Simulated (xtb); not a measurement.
GaH4O2P, SMILES [OH][Ga]([PH2])[OH]. All values are semi-empirical tight-binding results from xtb (GFN2-xTB unless named), good for trends rather than for accurate numbers. Coordinates come from a GFN2-xTB optimisation. The structure was generated by enumeration; whether it is a known compound was not checked. The values are those of a single conformer.

Optimised geometry:

Bonded distances (Å): Ga1–O2 1.757, Ga1–O4 1.761, Ga1–P6 2.308, O2–H3 0.954, O4–H5 0.954, P6–H7 1.401, P6–H8 1.402. Angles (°): O2–Ga1–O4 119.9, O2–Ga1–P6 120.0, O4–Ga1–P6 120.1, Ga1–O2–H3 132.7, Ga1–O4–H5 130.9, Ga1–P6–H7 90.2, Ga1–P6–H8 90.2, H7–P6–H8 92.5.

For metal compounds this method's bond lengths and energies can be far off.

Question: Estimate the properties. (An estimate is asked for; the answer gives what the named calculation found.)

Answer: 
orbital gap: 4.10 eV
zero-point energy: 24.8 kcal/mol
G − E(el) at 298.15 K (modified RRHO): 4.0 kcal/mol

Computed atomic charges and the Wiberg bond orders between heavy atoms:
charges (e) Ga1 0.08, O2 -0.48, H3 0.31, O4 -0.48, H5 0.31, P6 0.09, H7 0.08, H8 0.08. Bond orders Ga1–O2 1.19, Ga1–O4 1.19, Ga1–P6 1.07.
